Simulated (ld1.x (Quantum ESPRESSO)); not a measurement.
**Pb (Z = 82): excitation energies, all-electron against TM**

```json
{
  "Element": "Pb",
  "Generator": "ld1.x (Quantum ESPRESSO) 7.5",
  "Type": "norm-conserving Troullier–Martins (Kleinman–Bylander form)",
  "Functional": "LDA (PZ)",
  "Relativity": "scalar-relativistic",
  "Frozen core": "[Xe] 4f14 5d10",
  "Valence charge": "4",
  "Reference configuration": "6s2 6p0 (charge +2)",
  "Partial waves": "6s (bound): rc 1.60 bohr; 6p (bound, empty): rc 1.80 bohr",
  "Local potential": "the p channel",
  "Core correction": "none"
}
```

Energies are relative to the spin-unpolarised reference configuration 6s2 6p0; without spin polarisation the order of configurations can differ from experiment. Spin-polarised rows fill each open shell by Hund’s rule, majority spin first.

```json
{"valence configuration": "6s2 6p2", "charge": "0", "ΔE all-electron (eV)": "-20.595", "error AE − PS (meV)": "+174"}
{"valence configuration": "6s2 6p1", "charge": "+1", "ΔE all-electron (eV)": "-13.762", "error AE − PS (meV)": "+67"}
{"valence configuration": "6s0 6p4", "charge": "0", "ΔE all-electron (eV)": "-2.560", "error AE − PS (meV)": "+427"}
{"valence configuration": "6s2 6p2.3", "charge": "-0.3", "ΔE all-electron (eV)": "-21.453", "error AE − PS (meV)": "+201"}
{"valence configuration": "6s2 6p1.5", "charge": "+0.5", "ΔE all-electron (eV)": "-17.985", "error AE − PS (meV)": "+121"}
{"valence configuration": "6s2 6p2 (spin-polarised)", "charge": "0", "ΔE all-electron (eV)": "-21.047", "error AE − PS (meV)": "+267"}
{"valence configuration": "6s2 6p1 (spin-polarised)", "charge": "+1", "ΔE all-electron (eV)": "-13.907", "error AE − PS (meV)": "+105"}
```

Q: What are ΔE and the potential's error for 6s1 6p0?

A: ΔE = 32.878 eV all-electron; the error (AE − PS) is +140 meV.

Q: What are ΔE and the potential's error for 6s1 6p3?

A: ΔE = -11.774 eV all-electron; the error (AE − PS) is +256 meV.

Note: ghost state, extra bound levels that the all-electron valence spectrum of the same l lacks: s at -221.4 eV. A true bound ghost makes a file unfit for plane-wave use.
